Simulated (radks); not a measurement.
Values are calculated unless marked as measured or tabulated.
Excited configurations of Sm I: one electron is placed in a higher orbital outside [Xe] 4f6 6s1. The ground configuration is [Xe] 4f6 6s2. Level of theory: Dirac Kohn-Sham, PBE, spin-unpolarised, spherical densities, finite nucleus; open shells are shared between the two j in proportion to 2j + 1; Fermi nuclear charge, rms radius 5.0819 fm (a radial shooting solver on a logarithmic mesh with Libxc functionals). Excitation = E - E(ground); binding = E(ion) - E, where the ion is the core of charge +1; n* = 1/sqrt(2 binding) in atomic units, and the quantum defect is n - n*. Eigenvalue and <r> are those of j = l + 1/2.

outer orbital  excitation (eV)  binding (eV)     n*  <r> (bohr)
5f                       5.017         0.931  3.823       16.77
6d                       4.464         1.484  3.028       11.60
6f                       5.294         0.654  4.561       28.24
7s                       3.827         2.121  2.533       10.26
7p                       4.378         1.570  2.944       13.20
7d                       5.018         0.930  3.825       21.27
7f                       5.469         0.479  5.331       41.98

The Delta-SCF ionisation energy is 5.948 eV (NIST Atomic Spectra Database: 5.644 eV, measured). Self-interaction in the functional shifts the binding energies and quantum defects, so they are the method's values and not measured ones. Spin polarisation and multiplet splitting are left out, so open shells lie too high by an amount that depends on their filling. Sharing an open shell by 2j + 1 raises it above the true ground level by a part of the spin-orbit splitting, which enters the differences from NIST.

Beside tabulated values, note that spin-unpolarised runs miss the spin-polarisation part of the exchange energy of open shells.
